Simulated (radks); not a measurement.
Question: The mean radii <r> (bohr) of the occupied orbitals of an atom or ion are listed with their occupations. All-electron calculation, Dirac Kohn-Sham, BLYP, spin-unpolarised, spherical densities, finite nucleus; Fermi nuclear charge, rms radius of each element as measured or else 0.836 A^(1/3) + 0.57 fm. Program: a radial shooting solver on a logarithmic mesh with Libxc functionals.

| orbital | occ. | <r> |
|---|---|---|
| 1s1/2 | 2 | 0.01687 |
| 2s1/2 | 2 | 0.07047 |
| 2p1/2 | 2 | 0.05798 |
| 2p3/2 | 4 | 0.06654 |
| 3s1/2 | 2 | 0.1829 |
| 3p1/2 | 2 | 0.1732 |
| 3p3/2 | 4 | 0.1886 |
| 3d3/2 | 4 | 0.1643 |
| 3d5/2 | 6 | 0.1690 |
| 4s1/2 | 2 | 0.3916 |
| 4p1/2 | 2 | 0.3910 |
| 4p3/2 | 4 | 0.4188 |
| 4d3/2 | 4 | 0.4153 |
| 4d5/2 | 6 | 0.4235 |
| 4f5/2 | 5 | 0.4054 |

Name the element and its charge. Open shells, if any, fill j = l - 1/2 first.

Answer: Z = 79, gold, charge +28: Au28+ in [Kr] 4d10 4f5. The 1s radius gives Z: for a bare nucleus <r> = (2 gamma + 1)/(2Z) with gamma = sqrt(1 - (Z/c)^2), 0.01667 bohr for Z = 79, and screening makes it slightly larger (0.01687 here). The occupations add up to 51, and the charge is Z minus that.
